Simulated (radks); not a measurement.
Question: The mean radii <r> (bohr) of the occupied orbitals of an atom or ion are listed with their occupations. Method: Dirac Kohn-Sham, LDA (Slater exchange, Perdew-Wang correlation), spin-unpolarised, spherical densities, point nucleus; computed with a radial shooting solver on a logarithmic mesh with Libxc functionals.

orbital  occ.      <r>
1s1/2       2  0.03188
2s1/2       2   0.1381
2p1/2       2   0.1172
2p3/2       4   0.1222
3s1/2       2   0.3797
3p1/2       2   0.3715
3p3/2       4   0.3824
3d3/2       4   0.3556
3d5/2       6   0.3591
4s1/2       2   0.9316
4p1/2       2   0.9934
4p3/2       4    1.021
4d3/2     2.4    1.245
4d5/2     3.6    1.256

Name the element and its charge. Open shells, if any, are shared by 2j + 1.

Answer: Z = 46, palladium, charge +4: Pd4+ in [Kr] 4d6. The 1s radius gives Z: for a bare nucleus <r> = (2 gamma + 1)/(2Z) with gamma = sqrt(1 - (Z/c)^2), 0.03135 bohr for Z = 46, and screening makes it slightly larger (0.03188 here). The occupations add up to 42, and the charge is Z minus that.
